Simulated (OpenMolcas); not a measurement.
Levels of Br III by method

```yaml
Program: OpenMolcas
Basis: ANO-R1 [5s4p3d1f]
Scalar_Hamiltonian: X2C, finite nucleus
Active_space: 3 electrons in 3 orbitals (4p)
State_averaging: 2S+1 = 4 odd, 1 root; 2S+1 = 2 odd, 8 roots
Spin-orbit_coupling: state interaction with AMFI integrals over the reference wave functions, term energies averaged over their components
```

Methods on the same reference wave functions:
A. CASSCF
B. SS-CASPT2, IPEA 0.25 Eh, imaginary shift 0.1 Eh (closed shells correlated: 3d 4s)

Energies in cm-1 above 4s2 4p3 4S* 3/2, the measured ground level; measured values from Moore, Atomic Energy Levels, vol. II, NSRDS-NBS 35 (1971 reprint of NBS Circular 467, 1952).

```tsv
Level	A	B	Measured
4s2 4p3 4S* 3/2	0.0	0.0	0.0
4s2 4p3 2D* 3/2	19663	18040	
4s2 4p3 2D* 5/2	20481	18950	
4s2 4p3 2P* 1/2	33839	30610	26915
4s2 4p3 2P* 3/2	34951	31850	28579
```

Deviations, from unrounded energies. A percentage is the sum of absolute deviations over the sum of measured energies, with the sign that they share, or ± where signs differ.

| Against measurement | Levels | A | B |
| --- | --- | --- | --- |
| mean absolute deviation (cm-1) | 2 | 6600 | 3500 |
| other terms of the ground configuration (%) | 2 | +24.0 | +12.6 |

B lies closest to measurement on these levels. The largest miss of B in the table is 4s2 4p3 2P* 1/2, by +3700 cm-1. The ranking rests on the paired levels alone, and a cruder setting can come out closer through cancelling errors.

From A to B the spin-free energies of the other terms of 4s2 4p3 shown, above 4S*, scale by factors of 0.90 to 0.92.

The lowest spin-free term lies below A's lowest term by 0.399 hartree in B.

Term energies are means over components that CASPT2 splits; among the terms shown or strongly mixed into the levels shown the widest spread is 190 cm-1 (4s2 4p3 2D*, B). With the s shell closed, the reference lacks s² → p² mixing. Computed and measured levels are paired by configuration, term and J; levels that our copy of the source lacks, or whose pairing is in doubt (as where it misses far off the trend of its configuration), stay unpaired and out of the deviations. Only configurations of the active space appear.

* marks odd parity.
